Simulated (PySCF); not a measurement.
Spectra and structures to be paired. Computed with TDDFT wB97X-D/def2-SVPD, vertical, gas phase, core orbitals frozen in the response in PySCF 2.14.0, density-fitted response routines. Geometries: GFN2-xTB; one conformer of each isolated species. Triplets are in the Tamm–Dancoff approximation.

A. `C#C[Si@@](O)(O[SiH3])[SiH2]O`
B. `O[Si](O)(C#C[SiH3])O[SiH3]`
C. `C=C=C(C)CCC`

Lowest singlet levels (six at most, fewer where fewer were computed) with oscillator strengths:

1. 216 nm (f 0.000); 207 nm (f 0.001); 207 nm (f 0.001); 160 nm (f 0.011); 160 nm (f 0.011); 157 nm (f 0.075); T1 4.81 eV
2. 216 nm (f 0.000); 187 nm (f 0.000); 179 nm (f 0.000); 168 nm (f 0.082); 165 nm (f 0.074); 159 nm (f 1.125); T1 4.74 eV
3. 207 nm (f 0.012); 204 nm (f 0.009); 198 nm (f 0.013); 194 nm (f 0.003); 184 nm (f 0.084); 175 nm (f 0.005); T1 5.09 eV

Question: Match each spectrum to its molecule.

Answer: 1 = B, 2 = C, 3 = A.
- A: S1 at 6.00 eV, HOMO→LUMO (57%), HOMO-1→LUMO+1 (13%); Löwdin shares by element: HOMO silicon 37% or more, oxygen 29% or more (atoms not listed hold the other 34%); LUMO silicon 39% or more, carbon 16% (atoms not listed hold the other 45%); HOMO -9.74 and LUMO 0.83 eV.
- B: S1 at 5.74 eV, HOMO→LUMO (52%), HOMO-1→LUMO+1 (35%); Löwdin shares by element: HOMO (one of a set within 0.03 eV) carbon 74%, silicon 7% or more, oxygen 6% or more; LUMO carbon 55%, silicon 23% or more (atoms not listed hold the other 22%); HOMO -10.10 and LUMO 1.23 eV.
- C: S1 at 5.75 eV, HOMO→LUMO+1 (56%), HOMO→LUMO (35%); Löwdin shares by element: HOMO carbon 80% or more (atoms not listed hold the other 20%); LUMO carbon 57% or more (atoms not listed hold the other 43%); HOMO -8.74 and LUMO 2.35 eV.
B and C have S1 within 0.01 eV of each other; their strongest listed levels stand at 7.88 eV (f 0.075) and 7.82 eV (f 1.125).
